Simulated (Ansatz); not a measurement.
Cost and result for the atomization energy of CH4BClOSi (9 atoms, 10 bonds).

```xyz
9

Cl   -0.6770   -0.8631   -2.4668
C     1.0960    0.1693   -0.3487
B    -0.3133    0.0779   -0.9818
Si   -0.6451   -0.2023    1.0075
O     1.0279    0.4078    0.9250
H     2.1108    0.0289   -0.7410
H    -0.6799    1.2407   -0.9506
H    -1.4402    0.6704    1.9102
H    -0.4791   -1.5297    1.6463
```

The species carries charge 0 and has multiplicity 1. The bonds changed during the relaxation, so this is another structure than the one it started from. The structure was optimised at the PBE0-D4/def2-TZVP level. Program: Ansatz. All runs use 4 threads of an Arm Neoverse V1 on a shared host. Times are those of one run each, without the atoms' runs, and a repeat can differ threefold. Electronic energies, without spin–orbit coupling; frozen cores. CCSD(T)/CBS adds CCSD(T) − MP2 in def2-TZVPP to the MP2 limit, and its time is that of the two runs behind it. T1 = 0.019. B3LYP takes the VWN-RPA correlation (the form of Gaussian; ORCA's B3LYP/G). HSE06 is the plane-wave form, built on full-range PBE exchange.

CCSD(T)/CBS is a level of theory with its own doubt, some kJ/mol a heavy atom from the limit and from the frozen cores, so smaller differences don't rank the functionals.

```
                             level  functions  wall time  atomization (kcal/mol)  difference from CCSD(T)/CBS  per bond
                BLYP-D4/def2-TZVPP        233      2.2 s                   770.7                          2.5       0.2
   PBE-D4/def2-TZVPP (with forces)        233      2.5 s                   794.6                         26.4       2.6
                PBE0-D4/def2-TZVPP        233      2.9 s                   776.7                          8.5       0.9
               BHLYP-D4/def2-TZVPP        233      3.1 s                   743.6                        -24.6      -2.5
               HSE06-D4/def2-TZVPP        233      3.1 s                   777.5                          9.3       0.9
           CAM-B3LYP-D4/def2-TZVPP        233      3.3 s                   772.0                          3.8       0.4
                  CCSD(T)/def2-SVP         98      3.3 s                   723.4                        -44.8      -4.5
 B3LYP-D4/def2-TZVPP (with forces)        233      4.3 s                   769.3                          1.1       0.1
r2SCAN-D4/def2-TZVPP (with forces)        233      4.8 s                   780.6                         12.4       1.2
             r2SCANh-D4/def2-TZVPP        233        5 s                   773.9                          5.7       0.6
                    MP2/def2-QZVPP        431       18 s                   778.8                         10.6       1.1
                CCSD(T)/def2-TZVPP        233      100 s                   747.1                        -21.1      -2.1
                 CCSD(T)/CBS(def2)          –      120 s                   768.2                          0.0       0.0
```

In def2-TZVPP, CCSD(T) changes the Hartree–Fock value by +194.5 kcal/mol (the triples alone add +15.4 kcal/mol) and MP2 by +213.7 kcal/mol; breaking electron pairs costs correlation energy, which Hartree–Fock lacks. The D4 term adds +8.4 kcal/mol with B3LYP and +4.4 kcal/mol with PBE0; it sums over pairs of atoms, weighted by their polarisabilities, and B3LYP, whose exchange is more repulsive, gets the larger term. From BLYP to BHLYP (50 % exact exchange), in def2-TZVPP and without D4, the atomization energy moves by −22.2 kcal/mol: exact exchange takes away binding that semilocal exchange gives to molecules.
